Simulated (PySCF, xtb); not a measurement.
HgF₄, SMILES [F][Hg]([F])([F])[F].

Harmonic wavenumbers (cm⁻¹) from xtb with GFN2-xTB at its own minimum, in rising order: 34, 44, 46, 58, 121, 279, 298, 334, 349.

Q: What does PBE-D3(BJ)/def2-SVP in PySCF 2.14.0 give at its own minimum? (An estimate is asked for; the answer gives what the named calculation found.)

A: 152, 199, 203, 225, 225, 541, 547, 638, 638. Paired by order, the mean absolute difference is 200 cm⁻¹ and the zero-point energies are 2.2 and 4.8 kcal/mol.
